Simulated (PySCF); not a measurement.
## Calculated data, CH₇BNSi, CH₆AlB₂

Computed with PySCF 2.14.0. Calculation on a computer-drawn molecule: the log of a Hartree-Fock and frozen-core CCSD(T) single point meant for a local Hartree-Fock minimum, with one planted fault or none, to be diagnosed. Offsets are logged minus clean, where the clean run is the same molecule without the fault. The reference is restricted for singlets and unrestricted otherwise, and also for a bond in bohr or an excited solution. Adding or removing an electron swaps singlet and doublet. The excited solution moves the top pair (singlet) or top alpha electron (doublet) to the lowest empty orbital. Highest occupied and lowest empty are orbital energies over both spins, largest force is the largest gradient component, triples share is (T) over the correlation energy, the T1 limit is 0.02 restricted and 0.045 unrestricted, electrons count all cores, a negative frequency is imaginary (commonest isotopes), and the dipole is about the centre of nuclear charge.

Common to all runs: meant charge 1; meant multiplicity 1; meant basis cc-pV(D+d)Z; logged SCF converged yes; logged CC converged yes; logged SCF stable within its kind yes; possible faults no fault, one electron removed, one electron added, multiplicity raised by two, geometry at a saddle point, SCF held on an excited solution, minimal basis STO-3G, one bond length entered in bohr, all coordinates scaled.

```yaml
- entry: 1
  formula: CH7BNSi
  logged_structure:
    atoms_angstrom:
      - [B, -1.6026, -0.8963, 1.7277]
      - [C, -0.8011, 0.4683, 1.6303]
      - ["N", -1.0945, 1.2921, 0.4259]
      - [Si, -0.0669, 2.0597, -0.5731]
      - [H, -2.4543, -1.1682, 0.9333]
      - [H, -1.3409, -1.6216, 2.6363]
      - [H, 0.2734, 0.2769, 1.6755]
      - [H, -1.0368, 1.0596, 2.522]
      - [H, -2.0798, 1.3575, 0.2222]
      - [H, 1.3646, 1.9683, -0.3152]
      - [H, -0.6179, 2.8012, -1.7003]
  given:
    logged_electrons: 38
    logged_basis_functions: 100
    logged_spin_squared: 2.0347
    "logged_highest_occupied [eV]": -12.315
    "logged_lowest_empty [eV]": -6.3803
    "logged_largest_force [hartree/bohr]": 0.11359
    logged_T1_diagnostic: 0.024252
    logged_D1_diagnostic: 0.14348
    logged_triples_share: 0.026227
    "logged_dipole_magnitude [debye]": 1.9395
    "logged_energy_HF [hartree]": -409.63002
    "logged_energy_CCSD(T) [hartree]": -410.14229
    drawn_bonds_atom: [1, 2, 3, 1, 1, 2, 2, 3, 4, 4]
    drawn_bonds_other_atom: [2, 3, 4, 5, 6, 7, 8, 9, 10, 11]
    drawn_bonds_order: [1, 1, 1, 1, 1, 1, 1, 1, 1, 1]
  results:
    planted_fault: "multiplicity raised by two"
    "HF_energy_offset_from_clean_run [kcal/mol]": 76.64
    "CCSD(T)_energy_offset_from_clean_run [kcal/mol]": 96.21
- entry: 2
  formula: CH6AlB2
  logged_structure:
    atoms_angstrom:
      - [B, -0.4271, -0.4302, 2.1087]
      - [C, 0.5836, -0.5167, 0.9618]
      - [B, -0.0632, -0.8082, -0.3252]
      - [Al, 0.3612, -2.5428, -1.4415]
      - [H, -0.1251, -0.788, 3.1484]
      - [H, -1.4573, 0.0285, 1.9218]
      - [H, 1.4396, -1.0497, 1.2157]
      - [H, 0.8201, 0.5171, 0.9371]
      - [H, -0.8522, -0.1481, -0.8174]
      - [H, 0.657, -3.7558, -2.2502]
  given:
    logged_electrons: 34
    logged_basis_functions: 95
    logged_spin_squared: 0.0
    "logged_highest_occupied [eV]": -15.79
    "logged_lowest_empty [eV]": -5.0933
    "logged_largest_force [hartree/bohr]": 0.036178
    logged_T1_diagnostic: 0.013731
    logged_D1_diagnostic: 0.042124
    logged_triples_share: 0.027508
    "logged_dipole_magnitude [debye]": 5.3212
    "logged_energy_HF [hartree]": -332.33507
    "logged_energy_CCSD(T) [hartree]": -332.74346
    drawn_bonds_atom: [1, 2, 3, 1, 1, 2, 2, 3, 4]
    drawn_bonds_other_atom: [2, 3, 4, 5, 6, 7, 8, 9, 10]
    drawn_bonds_order: [1, 1, 1, 1, 1, 1, 1, 1, 1]
  results:
    planted_fault: "all coordinates scaled, by -4.4 %"
    "HF_energy_offset_from_clean_run [kcal/mol]": 10.24
    "CCSD(T)_energy_offset_from_clean_run [kcal/mol]": 12.51
```
